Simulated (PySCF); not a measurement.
## A small calculation by hand: dipole moment from atomic charges

B(Br)2(NH2) (BBr2H2N), SMILES NB(Br)Br. Atoms are numbered in the order given.

```xyz
6

B      0.0000     0.0000    -0.6449
Br     0.0000     1.6769     0.3227
Br     0.0000    -1.6769     0.3227
N      0.0000     0.0000    -2.0310
H      0.0000    -0.8554    -2.5746
H      0.0000     0.8554    -2.5746
```

The structure is a stationary point at B3LYP-D3(BJ)/def2-SVP. One conformer was computed; it need not be the lowest.

Charges (e) from PySCF with PBE/def2-TZVP:

```csv
atom,IAO,Mulliken
B1,0.040,0.088
Br2,-0.046,-0.113
Br3,-0.046,-0.113
N4,-0.537,-0.344
H5,0.294,0.241
H6,0.294,0.241
```

The dipole moment of the full density is 2.83 D.

What dipole moment does each set of point charges give, and which comes closer to that of the density?


μ = Σ q r, and 1 e Å = 4.8032 D.
IAO: Σ q r = (0.000, 0.000, -0.479) e Å, |μ| = 2.30 D.
Mulliken: Σ q r = (0.000, 0.000, -0.672) e Å, |μ| = 3.23 D.
Mulliken comes closer in size. Point charges leave out the atoms' own dipoles (lone pairs, polarised bonds); fits to the potential absorb them, partitions of the density don't.
